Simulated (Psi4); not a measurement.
A dimer, C3H6O ··· H2Se (SMILES CC(C)=O and [SeH2]), singlet; the first 10 atoms form monomer A.

```
13

C     -1.2779     0.2089    -0.0189
C      0.0111    -0.3592     0.5326
C      1.2726    -0.0372    -0.2375
O      0.0318    -1.0337     1.5356
H     -1.2137     1.2980    -0.0839
H     -2.1129    -0.0735     0.6176
H     -1.4468    -0.1590    -1.0342
H      1.1823    -0.3776    -1.2721
H      1.4239     1.0449    -0.2732
H      2.1296    -0.5118     0.2340
Se     1.9798    -2.5090     2.5944
H      2.6765    -3.4633     3.4697
H      0.7449    -2.6370     3.3823
```

### Question
What interaction energy does Psi4 with SAPT0/jun-cc-pVDZ, frozen core give, and which attractive term is the largest?

### Answer
Total -1.98 kJ/mol: electrostatics -44.58, exchange 72.48, induction -13.43, dispersion -16.44. The most attractive term is electrostatics.
